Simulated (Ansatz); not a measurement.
System: SF, net charge 0, doublet state. 
Coordinates optimised at B3LYP-D3(BJ)/def2-TZVP (Ansatz, a program for electronic structure):
```
S
F 1 1.6093
```
Charge 0, spin multiplicity 2.

Basis-set convergence of Hartree-Fock and MP2 correlation energies (hartree) with Ansatz. Valence correlation only, unless marked. UHF or UKS for open shells. Spin-orbit coupling is left out. No relativistic terms.

| basis | functions | E(HF) | E(corr, MP2) |
|---|---|---|---|
| aug-cc-pV(D+d)Z | 55 | -496.92983 | -0.32141 |
| aug-cc-pV(T+d)Z | 101 | -496.97242 | -0.40573 |
| aug-cc-pV(Q+d)Z | 169 | -496.98336 | -0.43745 |

Extrapolating the two largest sets (X = 3 and 4) as X^-3: E(corr) = (64·(-0.43745) - 27·(-0.40573))/37 = -0.4606 Eh, an estimate of the basis-set limit. The largest set recovers 95.0 % of it, the smallest 69.8 %.
